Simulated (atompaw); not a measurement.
# Before and after: PAW (atompaw) potential for zirconium (Zr)

| Property | Result |
| --- | --- |
| Element | zirconium |
| Generator | atompaw 4.2.0.5 |
| Type | PAW |
| Functional | PBEsol |
| Relativity | scalar-relativistic |
| Frozen core | [Ar] 3d10 4s2 |
| Valence charge | 10 |
| Reference configuration | 4p6 4d2 5s0.5 5p0 (charge +1.5) |
| Partial waves | 5s (bound): rc 2.75 bohr; 5s channel at -0.6 Ry: rc 2.75 bohr; 4p (bound): rc 1.85 bohr; 5p (bound, empty): rc 2.75 bohr; 4d (bound): rc 2.75 bohr; 4d channel at -0.35 Ry: rc 2.75 bohr |
| Local potential | vpsmatchnc scheme with l = 3 at 1 Ry, radius 1.85 bohr |
| Core correction | smooth core density matched at 2.50 bohr |
| Augmentation charge | sinc compensation charge, radius 2.35 bohr; PAW radius 2.75 bohr; waves and projectors: custom rrkj gramschmidtortho |

All-electron outer shells of the reference configuration (PBEsol, scalar-relativistic, ld1.x):

```json
{"shell": "4s", "level (eV)": "-64.91", "outermost node (bohr)": "0.55", "outermost maximum (bohr)": "1.08"}
{"shell": "4p", "level (eV)": "-42.88", "outermost node (bohr)": "0.56", "outermost maximum (bohr)": "1.17"}
{"shell": "4d", "level (eV)": "-13.54", "outermost node (bohr)": "0.58", "outermost maximum (bohr)": "1.59"}
{"shell": "5s", "level (eV)": "-12.90", "outermost node (bohr)": "1.46", "outermost maximum (bohr)": "2.93"}
{"shell": "5p", "level (eV)": "-8.83", "outermost node (bohr)": "1.67", "outermost maximum (bohr)": "3.53"}
```

Change: wave 5p (bound): rc 2.75 bohr becomes 5p (bound): rc 1.60 bohr.

Cutoffs: the cutoffs (Ry, on a coarse ladder) from which the occupation-weighted sum of valence levels, in a spherical-Bessel basis at the reference potential, stays within 10 and 1 mRy of its value at 400 Ry; they do not see the model core or the augmentation charge, which bear on the density cutoff.

Problem. What does the change do?

Solution. The potential gets neither clearly harder nor softer (25 Ry and 40 Ry → 25 Ry and 40 Ry); both files keep a bound ghost (d, s); the range in which the p phases agree widens (upper end -0.2 → at the end of the scan).

| quantity | base | changed |
| --- | --- | --- |
| cutoff, loose | 25 Ry | 25 Ry |
| cutoff, tight | 40 Ry | 40 Ry |
| loose cutoff by channel (10 mRy a level) | s 6 Ry, p 21 Ry, d 10 Ry | s 6 Ry, p 18 Ry, d 10 Ry |
| bound ghosts | s, d | s, d |
| s: phases at 2.77 bohr within 0.05 rad from the reference energy up to (Ry; the scan ends near 5) | 5.0 | 5.0 |
| p: phases at 2.77 bohr within 0.05 rad from the reference energy up to (Ry; the scan ends near 5) | -0.2 | to the end of the scan |
| d: phases at 2.77 bohr within 0.05 rad from the reference energy up to (Ry; the scan ends near 5) | 1.0 | 1.0 |
| lowest overlap eigenvalue by channel | s 0.45, p 0.50, d 0.65 | s 0.45, p 0.21, d 0.65 |

 A true bound ghost makes a file unfit for plane-wave use even where its test errors are small: the radial tests pick states by their node count and pass the ghost by. The cutoffs see the waves, projectors and local potential, not the compensation charge or the core.
